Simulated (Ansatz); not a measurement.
`[NH2][W]([NH2])(=[O])=[O]` + HCl → `[NH2][W](=[O])(=[O])[Cl]` + NH₃ at 600 K and 1 bar (ligand exchange at a W–N bond).

Calculated with Ansatz (gas phase, PBE0-D4/def2-TZVP geometries, no zero-point term in ΔE). CCSD(T)/CBS adds triple-zeta CCSD(T) − MP2 to the extrapolated MP2 energy (def2 sets, frozen cores). This one scheme is used for every species. def2 core potentials past Kr. For W outer-core shells are correlated without core-valence functions, which leaves a few kJ/mol of doubt a bond. Each species was taken in one conformer, which may not be the lowest.

| species | CCSD(T)/CBS energy (Eh) | H − E (kJ/mol) | S (J/(mol·K)) |
| --- | --- | --- | --- |
| `[NH2][W]([NH2])(=[O])=[O]` | -329.28204 | 212.2 | 440.7 |
| HCl | -460.38127 | 35.4 | 207.2 |
| `[NH2][W](=[O])(=[O])[Cl]` | -733.17837 | 141.9 | 426.8 |
| NH₃ | -56.50880 | 112.4 | 219.5 |

H − E and S are ideal-gas, rigid-rotor, harmonic terms from PBE0-D4/def2-TZVP, for one conformer and one mirror image of each species. 1 Eh = 2625.50 kJ/mol, R = 8.31446 J/(mol·K).

By hand: ΔE, ΔH, ΔS and ΔG.

ΔE = (-733.17837) + (-56.50880) − (-329.28204) − (-460.38127) = -0.02386 Eh = -62.6 kJ/mol. Δ(H − E) = 141.9 + 112.4 − 212.2 − 35.4 = 6.7, so ΔH = -55.9 kJ/mol. ΔS = 426.8 + 219.5 − 440.7 − 207.2 = -1.6 J/(mol·K). ΔG = -55.9 − 600 × (-1.6)/1000 = -54.9 kJ/mol.

By hand: the equilibrium constant, and the temperature at which ΔG would vanish if ΔH and ΔS stayed fixed.

log₁₀ K = −ΔG/(RT ln 10) = 4.8. ΔG = 0 at ΔH/ΔS = 34938 K, far beyond where these terms or the molecules hold.

The number of gas molecules stays the same, so ΔS is small and ΔH decides. A doubt of 5 kJ/mol in ΔE shifts log₁₀ K by 0.4 here. Other conformers and mirror images would add mixing entropy, several J/(mol·K) or more a flexible species. These are equilibria of isolated gas molecules and say nothing of rates. Largest T1 diagnostic: 0.022 (customary marks: 0.02 for closed shells, 0.045 for open ones).
